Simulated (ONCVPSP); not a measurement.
krypton, ONCV: configuration errors across variants

* Element: krypton (Kr)
* Generator: ONCVPSP 4.0.1
* Type: optimised norm-conserving Vanderbilt (ONCV)
* Functional: BLYP
* Relativity: scalar-relativistic
* Frozen core: [Ar]
* Valence charge: 18
* Reference configuration: 3d10 4s2 4p5.5 (charge +0.5)
* Partial waves: 4s: rc 1.20 bohr, ncon 4, nbas 7, qcut 4.8 1/bohr, 2 projectors, debl 3.4 Ha; 4p: rc 1.50 bohr, ncon 5, nbas 9, qcut 6.2 1/bohr, 1 projector; 3d: rc 0.50 bohr, ncon 4, nbas 8, qcut 21.8 1/bohr, 2 projectors, debl 3.3 Ha
* Local potential: polynomial inside 0.40 bohr (lpopt 3, dvloc0 0 Ha)
* Core correction: none

All-electron excitation energies from the reference (eV): (1) 3d10 4s2 4p6 -5.776; (2) 3d10 4s2 4p5 8.350; (3) 3d10 4s2 4p4 33.362; (4) 3d10 4s2 4p2 120.008.

A true bound ghost makes a file unfit for plane-wave use even where its test errors are small: the radial tests pick states by their node count and pass the ghost by.

Errors AE − PS in meV (a dash: test not solved or not reliable):

```tsv
change	(1)	(2)	(3)	(4)	bound ghosts	GHOST(+) flags above zero
base	+1.9	-0.7	+5.3	+78	s, p	s
d: rc 0.44	+1.9	-0.7	+5.3	+78	s, p	s, d
d: ncon 5, nbas 9	+1.9	-0.7	+5.3	+78	s, p	s, d
local potential polynomial inside 0.45 bohr (lpopt 5, dvloc0 0 Ha)	+1.9	-0.7	+5.2	+78	s, p	s
s: qcut 5.9; p: qcut 7.6; d: qcut 26.8	+1.9	-0.7	+5.1	+77	s, p	s
local potential polynomial inside 0.40 bohr (lpopt 3, dvloc0 2.5 Ha)	+1.8	-0.7	+5.0	+76	s, p	s
d: qcut 13.3	+1.9	-0.7	+5.3	+78	s, p	s, d
```

Give the same row for: core correction Teter function, parameters optimised by the program.

+1.8, -0.8, +4.2, +61; bound ghosts: s, p; GHOST(+) flags above zero: s.
